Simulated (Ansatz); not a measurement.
`C[S][Ge]([CH3])([F])[F]`. Total charge 0; spin multiplicity 1. All single points use the PBE0-D4/def2-TZVP geometry. It is one conformer, not always the lowest.

```xyz
12

C     1.612    0.120    1.419
S     1.592   -1.017   -0.003
Ge   -0.047   -0.089   -1.115
C    -1.850   -0.196   -0.447
F     0.011   -0.767   -2.703
F     0.327    1.593   -1.319
H     0.702    0.040    2.012
H     1.767    1.147    1.094
H     2.456   -0.189    2.034
H    -2.507    0.349   -1.124
H    -1.906    0.249    0.546
H    -2.157   -1.240   -0.394
```

(1) What is the dipole moment at B3LYP/def2-TZVPP? (Estimate.)

(2) And with PBE, r2SCAN, ωB97M-V? (Estimate.)

(3) Give the Mulliken charges with B3LYP, PBE, r2SCAN in def2-TZVPP. (Estimate.)

## Answers

(1) Ansatz gave: 3.76 D, with components (-1.50, -0.17, 3.45) D in this frame, pointing from negative to positive charge.

(2) The calculation gave: PBE 3.63 D, r2SCAN 3.76 D, ωB97M-V 3.74 D.

(3) Ansatz gave: 
```
atom  B3LYP    PBE  r2SCAN
  C1  -0.29  -0.28   -0.16
  S2  -0.24  -0.24   -0.26
 Ge3   0.92   0.81    0.89
  C4  -0.39  -0.39   -0.30
  F5  -0.37  -0.33   -0.37
  F6  -0.38  -0.34   -0.38
  H7   0.12   0.12    0.08
  H8   0.15   0.14    0.11
  H9   0.13   0.12    0.09
 H10   0.13   0.13    0.11
 H11   0.11   0.11    0.08
 H12   0.13   0.13    0.10
```

B3LYP here is the variant with VWN-RPA as its local correlation; programs differ in this.
